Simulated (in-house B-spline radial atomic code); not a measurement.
Checks on a self-consistent run for the lead ion Pb⁸⁺, [Xe] 4f14 5d5 7p1. Method: Dirac-Hartree-Fock, average of configuration, Fermi nucleus of rms radius 5.5012 fm. Calculated with a B-spline radial code for spherical atoms.

```
orbital        q       ε (Eh)     <1/r>         <r²>  small-component weight
  1s1/2        2  -3260.94966   101.241  0.000357428                0.097815
  2s1/2        2   -592.94851   25.0508    0.0053612                0.022586
  2p1/2        2   -568.55423   24.9607   0.00378461                0.022635
  2p3/2        4   -487.96555   19.9551   0.00496249                0.019924
  3s1/2        2   -148.77183   9.20028    0.0346548               0.0076192
  3p1/2        2   -137.82692    9.0979     0.031574               0.0075499
  3p3/2        4   -119.61211   7.79474    0.0378551               0.0067739
  3d3/2        4   -101.83353   7.67429    0.0289726               0.0066285
  3d5/2        6    -97.99244   7.38364     0.030678               0.0064189
  4s1/2        2    -38.95487   3.88974     0.166311               0.0025975
  4p1/2        2    -34.18063    3.7785     0.169019               0.0025018
  4p3/2        4    -29.66225   3.34824      0.19856               0.0022289
  4d3/2        4    -21.87136   3.14493     0.206953               0.0020184
  4d5/2        6    -21.01816   3.04417     0.217355               0.0019421
  5s1/2        2    -10.86469   1.62482     0.795947              0.00070109
  5p1/2        2     -9.07174   1.52348     0.888161              0.00063398
  5p3/2        4     -8.15192   1.37916      1.03408               0.0005569
  4f5/2        6    -10.88696   2.71053     0.236377               0.0015841
  4f7/2        8    -10.69492   2.67211     0.242597               0.0015528
  5d3/2        2     -5.62981   1.17705      1.37935              0.00042522
  5d5/2        3     -5.50166   1.14493      1.44344              0.00040753
  7p1/2  0.33333     -2.04124   0.40738      11.8461              8.6598e-05
  7p3/2  0.66667     -1.95282  0.386304      12.9565              8.0443e-05
```

Electron-electron repulsion V_ee = 7318.0407 hartree.

Problem. What total energy follows from the eigenvalues?

Solution. The eigenvalues count the repulsion twice, so E = Σqε - V_ee = -13575.325 - 7318.041 = -20893.365 hartree; the run printed -20893.365.

Problem. Does the Dirac virial theorem hold?

Solution. For a point nucleus E = -2c²Σq·w, with w the small-component weight. Here Σq·w = 0.55605 and c = 137.0360, so the ratio E/(-2c²Σq·w) is 1.000448; the finite nucleus accounts for the departure from 1.

Problem. What diamagnetic shielding (Lamb formula) and susceptibility (Langevin formula) do the radii give?

Solution. σ = (α²/3)Σq<1/r> = 640.309/(3·137.036²) = 11366 ppm, and χ = -0.79199×10⁻⁶·Σq<r²> = -27.53×10⁻⁶ cm³/mol with Σq<r²> = 34.758 bohr². Both are non-relativistic formulas without the paramagnetism of open shells; for so heavy an element the full relativistic shielding is larger by tens of per cent.
